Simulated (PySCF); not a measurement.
Molfile (atoms numbered from 1):
```
C7H15PSi
     RDKit          3D

 24 24  0  0  0  0  0  0  0  0999 V2000
    3.6898   -0.1052   -0.7124 C   0  0  0  0  0  0  0  0  0  0  0  0
    3.1005   -0.4422    0.4232 C   0  0  0  0  0  0  0  0  0  0  0  0
    1.2444   -0.3733    0.7370 Si  0  0  0  0  0  4  0  0  0  0  0  0
    0.5726    1.3964    0.5245 C   0  0  0  0  0  0  0  0  0  0  0  0
   -0.9519    1.4054    0.5257 C   0  0  0  0  0  0  0  0  0  0  0  0
   -1.6380    0.4788   -0.9338 P   0  0  0  0  0  0  0  0  0  0  0  0
   -3.4135    0.4639   -0.4075 C   0  0  0  0  0  0  0  0  0  0  0  0
   -1.2033   -1.2473   -0.3942 C   0  0  0  0  0  0  0  0  0  0  0  0
    0.2985   -1.4957   -0.4771 C   0  0  0  0  0  0  0  0  0  0  0  0
    3.1267    0.2439   -1.5628 H   0  0  0  0  0  0  0  0  0  0  0  0
    4.7591   -0.1603   -0.8510 H   0  0  0  0  0  0  0  0  0  0  0  0
    3.7195   -0.7854    1.2409 H   0  0  0  0  0  0  0  0  0  0  0  0
    0.9663   -0.8243    2.1168 H   0  0  0  0  0  0  0  0  0  0  0  0
    0.9404    2.0473    1.3207 H   0  0  0  0  0  0  0  0  0  0  0  0
    0.9291    1.8223   -0.4155 H   0  0  0  0  0  0  0  0  0  0  0  0
   -1.3391    0.9665    1.4508 H   0  0  0  0  0  0  0  0  0  0  0  0
   -1.3296    2.4314    0.4554 H   0  0  0  0  0  0  0  0  0  0  0  0
   -3.5202    0.1160    0.6194 H   0  0  0  0  0  0  0  0  0  0  0  0
   -3.8180    1.4710   -0.4931 H   0  0  0  0  0  0  0  0  0  0  0  0
   -3.9756   -0.1898   -1.0723 H   0  0  0  0  0  0  0  0  0  0  0  0
   -1.5651   -1.4119    0.6258 H   0  0  0  0  0  0  0  0  0  0  0  0
   -1.7425   -1.9317   -1.0583 H   0  0  0  0  0  0  0  0  0  0  0  0
    0.6333   -1.3080   -1.4992 H   0  0  0  0  0  0  0  0  0  0  0  0
    0.5046   -2.5481   -0.2702 H   0  0  0  0  0  0  0  0  0  0  0  0
  1  2  2  0
  2  3  1  0
  3  4  1  0
  4  5  1  0
  5  6  1  0
  6  7  1  0
  6  8  1  0
  8  9  1  0
  9  3  1  0
  1 10  1  0
  1 11  1  0
  2 12  1  0
  3 13  1  0
  4 14  1  0
  4 15  1  0
  5 16  1  0
  5 17  1  0
  7 18  1  0
  7 19  1  0
  7 20  1  0
  8 21  1  0
  8 22  1  0
  9 23  1  0
  9 24  1  0
M  END
```

How the numbers were obtained: shielding tensors at PBE0/pcSseg-1 (GIAO), geometry: GFN2-xTB, in PySCF 2.14 (gas phase, rapidly exchanging positions averaged, non-relativistic Hamiltonian, a single conformation).

Problem. Predict the 2D correlation tables (HSQC, COSY, HMBC).

Solution. 

HSQC (one-bond C–H):
```csv
δH,δC
6.58 (H12),142.6 (C2)
6.53 (H11),142.9 (C1)
6.05 (H10),142.9 (C1)
2.06 (H17/H22),33.3 (C5/C8)
1.30 (H14/H24),13.0 (C4/C9)
1.17 (H16/H21),33.3 (C5/C8)
1.00 (H15/H23),13.0 (C4/C9)
0.98 (H18/H19/H20),17.7 (C7)
```

COSY cross peaks (H two or three bonds apart, from the bond graph; peaks can be absent where the dihedral angle is near 90°):
```csv
δH,δH
6.58 (H12),6.53 (H11)
6.58 (H12),6.05 (H10)
6.58 (H12),4.36 (H13)
6.53 (H11),6.05 (H10)
4.36 (H13),1.30 (H14/H24)
4.36 (H13),1.00 (H15/H23)
2.06 (H17/H22),1.30 (H14/H24)
2.06 (H17/H22),1.17 (H16/H21)
2.06 (H17/H22),1.00 (H15/H23)
1.30 (H14/H24),1.17 (H16/H21)
1.30 (H14/H24),1.00 (H15/H23)
1.17 (H16/H21),1.00 (H15/H23)
```

HMBC (two and three bonds, from the bond graph):
```csv
δH,δC
6.58 (H12),"142.9 (C1), 13.0 (C4/C9)"
6.53 (H11),142.6 (C2)
6.05 (H10),142.6 (C2)
4.36 (H13),"142.9 (C1), 142.6 (C2), 33.3 (C5/C8), 13.0 (C4/C9)"
2.06 (H17/H22),"33.3 (C5/C8), 17.7 (C7), 13.0 (C4/C9)"
1.30 (H14/H24),"142.6 (C2), 33.3 (C5/C8), 13.0 (C4/C9)"
1.17 (H16/H21),"33.3 (C5/C8), 17.7 (C7), 13.0 (C4/C9)"
1.00 (H15/H23),"142.6 (C2), 33.3 (C5/C8), 13.0 (C4/C9)"
0.98 (H18/H19/H20),33.3 (C5/C8)
```

Shifts are taken against calculated references (same method and geometry level): 1H and 13C against TMS.

Short H···H contacts in this conformer between protons four or more bonds apart (candidates for NOE cross peaks, intensity ∝ r⁻⁶): H18···H21 2.48 Å, H16···H18 2.48 Å.

Shifts are as computed. Against solution values, carbons near 30 ppm lie about +3 ppm off and those near 130 ppm about +5 ppm. Of 1211 compounds with measured shifts, 218 miss one by over three times the rms of a fit or turn the order of signals round; such compounds aren't used in these exercises.
